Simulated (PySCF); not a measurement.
## Cl (chlorine, neutral) across methods

[Ne] 3s1 3p5 4s1, high-spin 4P determinant (an excited configuration). Computed with PySCF 2.14 in aug-cc-pCVTZ-DK with one added diffuse shell each of s, p, d, f type (9s8p6d4f, 91 functions), with the spin-free X2C one-electron Hamiltonian (Gaussian nucleus).

```
   method  E (hartree)  mean ε 3p α (eV)  mean ε 3p β (eV)  mean ε 4s α (eV)  Σ⟨r²⟩ (bohr²)   ⟨S²⟩
     PW91    -460.7885           -15.343           -13.177            -2.411          52.79  3.753
      PBE    -460.6122           -15.311           -13.129            -2.386          53.08  3.753
     PBE0    -460.6248           -17.138           -14.317            -2.819          53.61  3.753
      LDA    -459.2845           -15.276           -13.163            -2.482          52.26  3.752
      UHF   -460.06942           -21.908           -16.584            -3.774          56.76  3.761
    B97-3    -460.7079           -17.131           -14.471            -2.752          53.86  3.755
   r2SCAN    -460.7450           -16.040           -13.372            -2.447          53.97  3.756
CAM-B3LYP    -460.7906           -18.455           -15.769            -3.438          53.31  3.753
    HSE06    -460.6448           -16.702           -13.904            -2.507          53.41  3.753
```

The outer electron is Rydberg-like, and this basis confines it to a smaller radius and binds it less than a complete one would.
